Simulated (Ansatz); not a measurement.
## Molecular dynamics, step by step

KAl$_{2}$H$_{4}$O$_{5}$ (charge +1), closed shell, PBE0-D4/def2-SVP (Ansatz 0.2.0). Settings (timestep in fs, temperature in K, friction in 1/fs; T counts 36 degrees of freedom, while the starting velocities carry no drift of the centre of mass, so T starts below the set value):

```yaml
hamiltonian: {xc: pbe0, dispersion: d4}
md: {n_steps: 80, timestep: 0.5, temperature: 200, ensemble: nvt_langevin, seed: 539, friction: 0.05, initial_velocities: maxwell_boltzmann}
```

Start:

```xyz
12
angstrom
K -0.0418 0.9337 -4.1721
O -1.2334 -1.4727 0.7511
Al -0.1740 -0.5936 1.7524
O -0.0580 -0.8562 3.3928
O 0.6811 0.5282 0.8023
Al 0.5212 0.7455 -0.8428
O 1.2865 1.8063 -1.9351
O -0.5496 -0.1483 -1.8334
H -1.8132 -2.1596 1.0812
H 0.4951 -0.4269 4.0413
H 1.9524 2.4493 -1.6911
H -1.0663 -0.8056 -1.3467
```

```tsv
step	time (fs)	potential energy less the start (meV)	kinetic energy (meV)	T (K)
0	0.00	0.0	284.4	183
5	2.50	47.0	257.5	166
10	5.00	68.5	317.9	205
15	7.50	100.5	261.5	169
20	10.00	95.9	271.4	175
25	12.50	96.5	207.8	134
30	15.00	135.9	240.8	155
35	17.50	94.7	310.7	200
40	20.00	116.5	278.8	180
45	22.50	110.8	255.8	165
50	25.00	140.3	252.5	163
55	27.50	145.7	260.4	168
60	30.00	159.0	302.1	195
65	32.50	202.3	284.3	183
70	35.00	131.8	312.1	201
75	37.50	188.4	312.6	202
80	40.00	192.3	340.2	219
```

Step 50, positions (Å) and forces (eV/Å):

```csv
atom,x,y,z,Fx,Fy,Fz
K1,-0.031,0.908,-4.140,0.039,0.026,-0.004
O2,-1.264,-1.415,0.709,0.129,0.025,-0.122
Al3,-0.167,-0.612,1.738,0.747,0.657,-0.354
O4,-0.083,-0.861,3.380,-0.602,0.031,-0.926
O5,0.781,0.486,0.751,-0.570,-0.595,1.317
Al6,0.554,0.778,-0.864,-0.201,-0.640,0.009
O7,1.258,1.911,-1.893,0.086,0.579,-0.620
O8,-0.425,-0.231,-1.863,0.522,0.849,-0.724
H9,-1.759,-2.163,1.039,-0.281,-0.189,0.041
H10,0.487,-1.001,4.112,0.595,-0.017,0.752
H11,1.771,2.695,-1.671,-0.028,-0.178,0.014
H12,-0.871,-0.967,-1.454,-0.436,-0.548,0.617
```

Last step (80):

| atom | x (Å) | y (Å) | z (Å) |
| --- | --- | --- | --- |
| K1 | -0.0449 | 0.9010 | -4.1106 |
| O2 | -1.2353 | -1.3748 | 0.6824 |
| Al3 | -0.1285 | -0.5460 | 1.7138 |
| O4 | -0.1274 | -0.8432 | 3.3756 |
| O5 | 0.7859 | 0.5323 | 0.7765 |
| Al6 | 0.5714 | 0.7948 | -0.8777 |
| O7 | 1.2400 | 1.9688 | -1.9717 |
| O8 | -0.3551 | -0.2185 | -1.8996 |
| H9 | -1.7369 | -2.1726 | 0.8670 |
| H10 | 0.4349 | -1.0684 | 4.1040 |
| H11 | 2.0263 | 2.5011 | -1.7185 |
| H12 | -0.6876 | -0.9252 | -1.3151 |

Hardware: 2 CPU threads and a share of one NVIDIA H100, shared host. Wall time 2.8 min; peak host memory 0.89 GiB.
